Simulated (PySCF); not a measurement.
Sc⁺: ionisation energy

Sc⁺ [Ar] 3d1 4s1 (3D) → Sc²⁺ [Ar] 3d1 (2D), as a difference of total energies. All numbers are calculated (PySCF 2.14, scalar relativity by spin-free X2C-1e, in x2c-TZVPall (6s5p4d1f, 48 functions)). Correlated levels: valence: [Ar] frozen. The calculations carry no spin-orbit coupling.

```csv
method,ionisation energy (eV),difference from reference (eV)
UHF,12.228,-0.572
TPSS,12.814,+0.014
B3LYP,13.119,+0.319
MP2 (valence),12.301,-0.499
SCS-MP2 (valence),12.252,-0.548
```

Reference: 12.800 eV (measured; NIST Atomic Spectra Database, ionization energies).

The reference lies between the lowest fine-structure levels, while these numbers refer to the centres of the terms.

Errors of the correlated levels include the incompleteness of this basis and the frozen core.
